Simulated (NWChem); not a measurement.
Species: GeSiH6O2; SMILES [OH][GeH]([OH])[SiH3]

```xyz
10

O     -1.5108    -0.9557     0.4649
Ge     0.0045    -0.4045    -0.2986
O      1.3829    -1.2630     0.4397
Si     0.0549     1.9426     0.1242
H     -1.6745    -1.8954     0.3239
H      0.0781    -0.8577    -1.7689
H      1.4869    -1.0564     1.3750
H      0.0903     2.1756     1.5996
H     -1.1518     2.6013    -0.4580
H      1.2833     2.5299    -0.4909
```
Atoms are numbered in this order, from 1.

All runs: NWChem. Structure relaxed at the PBE0/def2-SVP level. Level PBE/def2-SVP: energy and gradient on several grids; changes count from the extra-fine grid, which is no exact limit either.

| grid | size of the energy change (μHa) | largest change of a gradient component (μHa/bohr) | time, medium = 1 (rough) |
|---|---|---|---|
| xcoarse | 8000 | 10000 | about 1 |
| coarse | 20 | 1000 | about 1 |
| medium | 30 | 100 | about 1 |
| fine | < 10 | 30 | about 1 |
| xfine | < 10 | < 30 | 3 |
